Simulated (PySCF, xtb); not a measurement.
GeH3I, SMILES [GeH3][I].

Harmonic wavenumbers (cm⁻¹) from GFN2-xTB (xtb) at its own minimum, in rising order: 292, 538, 538, 761, 824, 825, 1955, 2046, 2047.

Q: What does PySCF with PBE0-D3(BJ)/def2-TZVP give at its own minimum? (An estimate is asked for; the answer gives what the named calculation found.)

A: 253, 542, 542, 814, 870, 870, 2171, 2185, 2185. Paired by order, the mean absolute difference is 76 cm⁻¹ and the zero-point energies are 14.0 and 14.9 kcal/mol.
